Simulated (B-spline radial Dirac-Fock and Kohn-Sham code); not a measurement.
**X-ray form factors of hafnium in several charge states**

Level of theory: configuration-average Dirac-Fock orbitals; a radial B-spline solver.

Configurations: Hf²⁴⁺ [Kr] 4d10 4f2; Hf²⁵⁺ [Kr] 4d10 4f1; Hf²⁶⁺ [Kr] 4d10; Hf²⁹⁺ [Kr] 4d7. The first column is f₀ of Hf²⁴⁺, the others are differences from it.

```tsv
s (Å⁻¹)	Hf²⁴⁺	Δ Hf²⁵⁺	Δ Hf²⁶⁺	Δ Hf²⁹⁺
0	48.000	-1.000	-2.000	-5.000
0.1	47.565	-0.975	-1.952	-4.884
0.2	46.299	-0.904	-1.814	-4.551
0.3	44.308	-0.797	-1.603	-4.041
0.4	41.754	-0.665	-1.346	-3.409
0.5	38.828	-0.525	-1.069	-2.722
0.7	32.629	-0.267	-0.556	-1.421
0.9	26.988	-0.089	-0.196	-0.476
1.1	22.560	+0.002	-0.006	+0.027
1.4	18.205	+0.037	+0.073	+0.191
```

Values without a named source are computed, but for edge energies of neutral atoms, which are taken from tables.
